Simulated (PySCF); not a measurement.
Sn(F)(OH)(NH2)2 (FH5N2OSn), SMILES [NH2][Sn]([NH2])([OH])[F]. Atoms are numbered in the order given.

```xyz
10

N     -1.4566    -1.3593    -0.4281
Sn     0.0024    -0.0140     0.0149
N      1.6622    -0.7216     0.9463
O     -0.6782     1.4182     1.1964
F      0.4331     0.7834    -1.7160
H     -1.5802    -1.4406    -1.4386
H     -1.2406    -2.2872    -0.0615
H      2.4195    -0.8989     0.2843
H      2.0020    -0.0408     1.6283
H     -1.6331     1.5364     1.0892
```

Coordinates come from a B3LYP-D3(BJ)/def2-SVP optimisation. The structure was generated by enumeration; whether it is a known compound was not checked. The def2 effective core potentials stand for the cores of Sn; spin–orbit coupling is left out. Other conformers were not sampled.

Calculation: PySCF with IEF-PCM-ωB97X/def2-SVP.

The values are the electrostatic part of the solvation free energy, E(continuum) − E(gas) at the gas-phase geometry, in a cavity of scaled van der Waals radii (PySCF's table); cavitation and dispersion terms are not included. A continuum can't describe solvent molecules that bind to the metal. In vacuum the orbital gap is 11.43 eV. The dipole moment in vacuum is 2.07 D.

Computed values in water (ε = 78.36), acetone (ε = 20.49), cyclohexanone (ε = 15.62):
| solvent | ε | ΔG(elec) (kcal/mol) | dipole (D) | gap (eV) |
|---|---|---|---|---|
| water | 78.36 | -12.3 | 2.48 | 11.41 |
| acetone | 20.49 | -11.7 | 2.46 | 11.42 |
| cyclohexanone | 15.62 | -11.4 | 2.45 | 11.42 |
